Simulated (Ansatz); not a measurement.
Reaction (formal exchange of groups at a C–B bond): `BBCC` + `[OH][AlH][SH]` → `C[CH2][Al]([OH])[SH]` + `BB`

Isolated molecules relaxed with PBE0-D4/def2-TZVP in Ansatz; ΔE leaves out vibrations. CCSD(T)/CBS is the MP2 limit (def2-TZVPP, def2-QZVPP) plus CCSD(T) − MP2 in def2-TZVPP, frozen cores. Functionals use def2-TZVPP. B3LYP here is the variant with VWN-RPA as its local correlation; programs differ in this. HSE06 is defined as in plane-wave codes. Each species was taken in one conformer, which may not be the lowest.

| level | ΔE (kcal/mol) | difference from CCSD(T)/CBS |
| --- | --- | --- |
| B97M-V | 4.2 | 3.0 |
| B3LYP-D4 | 1.2 | 0.0 |
| r2SCAN0-D4 | 1.5 | 0.3 |
| HSE06-D4 | 1.7 | 0.5 |
| BHLYP-D4 | 1.2 | 0.0 |
| CAM-B3LYP-D4 | 1.6 | 0.4 |
| ωB97X-V | 1.7 | 0.5 |
| BLYP | 1.7 | 0.5 |
| PBE0 | 2.1 | 0.9 |
| r2SCANh | 1.6 | 0.4 |
| BHLYP | 1.9 | 0.7 |
| CAM-B3LYP | 2.1 | 0.9 |
| RPA@PBE/def2-TZVPP | 1.5 | 0.3 |
| MP2/def2-SVP | 2.6 | 1.4 |
| HF/CBS(def2) | 2.3 | 1.1 |
| MP2/CBS(def2) | 0.9 | -0.3 |
| CCSD(T)/CBS | 1.2 | 0 |

Largest T1 diagnostic among the species: 0.012.

In def2-TZVPP, CCSD(T) changes the Hartree–Fock value by −0.9 kcal/mol (the triples alone add −0.1 kcal/mol) and MP2 by −1.3 kcal/mol. At CCSD(T), def2-SVP lies +1.7 kcal/mol from the extrapolated value and def2-TZVPP +0.1 kcal/mol.
